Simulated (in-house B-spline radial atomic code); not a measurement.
The numbers below are computed, except where a source is named.
Softness against transferability: the 5s channel of Ag

Ag, [Kr] 4d10 5s1, non-relativistic PBE, spherical and spin-unpolarised, from an all-electron radial atomic-structure program (B-spline basis) (atomic units). The all-electron 5s level is ε = -0.146702 hartree, its outermost node lies just inside 1.15 bohr and its outer maximum at 2.64 bohr.

Troullier-Martins pseudo-orbitals are made for several radii. The cutoffs (hartree) are the plane-wave energies beyond which the orbital holds less than the named kinetic energy per electron. The phase error is the difference, pseudo minus all-electron, of arctan(R P'/P) at R = 3.9 bohr for all radii, half a hartree below and above the level.

| r_c (bohr) | V_l(0) (hartree) | cutoff for 10 mEh | for 1 mEh | for 0.1 mEh | phase error at ε − 0.5 (mrad) | at ε + 0.5 (mrad) |
| --- | --- | --- | --- | --- | --- | --- |
| 1.98 | -0.43 | 2.25 | 8.82 | 20 | -0.2 | -11.3 |
| 2.29 | 1.82 | 2.16 | 6.48 | 10 | -0.2 | -6.4 |
| 2.64 | 1.42 | 2.08 | 6.06 | 9.33 | -0.2 | -8.5 |
| 2.98 | 0.73 | 1.77 | 3.59 | 7.84 | -0.5 | -19.0 |
| 3.32 | 0.30 | 1.34 | 2.69 | 6.48 | -1.1 | -42.2 |
| 3.6 | 0.08 | 0.871 | 2.25 | 5.38 | -2.1 | -74.8 |

**Question.** Which radius needs the lowest cutoff for 0.1 mEh while both phase errors stay within 19.1 mrad?

**Answer.** The radii within that limit are 1.98, 2.29, 2.64, 2.98 bohr; of these r_c = 2.98 needs the least, 7.84 hartree, that is 15.7 Ry or 213 eV.

**Question.** What does the larger radius buy, and what does it cost?

**Answer.** From r_c = 1.98 to 3.6 bohr the cutoff for 1 mEh goes from 8.82 to 2.25 hartree, a factor of 3.92, against 3.31 for a pure 1/r_c² scaling, end to end; step by step it is 8.82, 6.48, 6.06, 3.59, 2.69, 2.25, and for 0.1 mEh 20, 10, 9.33, 7.84, 6.48, 5.38; the number of plane waves goes as the cutoff to the power 3/2, here a factor of 7.8. The larger of the two phase errors is least at r_c = 2.29 bohr, 6.4 mrad; it is 11.3 at the smallest radius and 74.8 at the largest. These errors test the reference atom alone. The smallest radius lies well inside the outer maximum, where the nodeless form must bend sharply to keep the norm, so it is both harder and scatters less well than the next. Large radii also let the cores of neighbours overlap, which an atom doesn't show.
